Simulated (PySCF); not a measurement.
## Working out the ionisation energy of Cl²⁺

Cl²⁺ [Ne] 3s2 3p3 (4S) → Cl³⁺ [Ne] 3s2 3p2 (3P). Computed with PySCF 2.14 in aug-cc-pV(T+d)Z (6s5p4d2f, 55 functions), with no relativity, point nucleus. Frozen: [Ne]. Energies in hartree (1 hartree = 27.21139 eV):

```tsv
part	Cl²⁺ (lower)	Cl³⁺ (upper)
UHF	-458.223120	-456.791273
CCSD correlation	-0.117574	-0.096300
(T)	-0.003396	-0.002099
```

What does Hartree-Fock give?

(-456.791273) − (-458.223120) = 1.431847 hartree = 38.963 eV.

What do CCSD and CCSD(T) give?

The CCSD correlation energies differ by 0.021274 hartree = 0.579 eV and the triples by 0.001297 hartree = 0.035 eV, so CCSD gives 39.542 eV and CCSD(T) 39.577 eV.

A first-order spin-orbit estimate adds -0.100 eV to CCSD(T) (valence), giving 39.477 eV against 39.8 ± 0.11 eV (semi-empirical (NIST evaluation); NIST Atomic Spectra Database, ionization energies).

What remains against the reference includes basis incompleteness, the frozen core and higher excitations.
